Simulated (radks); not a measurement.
Excited configurations of neutral niobium: one electron is placed in a higher orbital outside [Kr] 4d4. The ground configuration is [Kr] 4d4 5s1. All-electron calculation, scalar-relativistic Kohn-Sham, r2SCAN, spin-polarised, spherical densities, finite nucleus; open shells are filled with parallel spins first (spin-orbit coupling, left out, can overturn this in heavy ions); meta-GGA in the generalised Kohn-Sham scheme; Fermi nuclear charge, rms radius 4.324 fm. Program: a radial shooting solver on a logarithmic mesh with Libxc functionals. Excitation = E - E(ground); binding = E(ion) - E, where the ion is the core of charge +1; n* = 1/sqrt(2 binding) in atomic units, and the quantum defect is n - n*.

outer orbital  excitation (eV)  binding (eV)  quantum defect  eigenvalue (eV)  <r> (bohr)
5p                       3.402         3.778           3.102           -1.964       5.002
6s                       4.885         2.296           3.566           -1.404       9.343
6p                       5.520         1.661           3.138           -0.994       12.20
6d                       6.268         0.912           2.138           -0.519       20.80
7s                       5.996         1.185           3.612           -0.744       17.86
7d                       6.574         0.606           2.263           -0.372       33.49
7f                       6.855         0.326           0.542           -0.211       63.55

The Delta-SCF ionisation energy is 7.181 eV (NIST Atomic Spectra Database: 6.759 eV, measured). Self-interaction in the functional shifts the binding energies and quantum defects, so they are the method's values and not measured ones. Open shells are spherical and high-spin; term and fine-structure splittings are not resolved.
